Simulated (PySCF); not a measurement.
**Re⁻ (rhenium, charge -1) across methods**

[Xe] 4f14 5d6 6s2, high-spin 5D determinant. Computed with PySCF 2.14 in aug-cc-pVTZ-PP with ECP60MDF (6s6p5d3f2g, 88 functions), with scalar relativity through the core potential.

```tsv
method	E (hartree)	mean ε 5d α (eV)	mean ε 6s β (eV)	mean ε 5d β (eV)	Σ⟨r²⟩ (bohr²)	⟨S²⟩
TPSS	-78.4644	0.696	0.842	2.573	85.76	6.083
revPBE	-78.5507	0.611	0.791	2.529	87.68	6.105
BLYP	-78.4626	0.902	0.667	2.598	87.49	6.077
LDA	-78.3296	0.570	0.450	2.554	86.18	6.089
PBE	-78.5098	0.616	0.710	2.532	87.21	6.097
r2SCAN	-78.5100	0.189	0.634	2.506	87.97	6.171
UHF	-77.76776	-4.664	-0.051	-0.639	102.2	6.347
wB97X-V	-78.4041	-2.326	-1.261	-0.092	81.59	6.041
PBE0	-78.4601	-0.476	0.337	1.861	85.12	6.093
```

Energies and moments cover only the electrons outside the core potential. Spin-orbit coupling, absent here, splits the open shell strongly. ⟨S²⟩ = 6.35 against 6.00 shows spin contamination. The outer electron is barely bound at this level, so radii and moments hang on the diffuse functions.

The highest occupied level is positive at TPSS, revPBE, BLYP, LDA, PBE, r2SCAN, PBE0: only the finite basis holds that electron, which in a density functional comes from self-interaction.
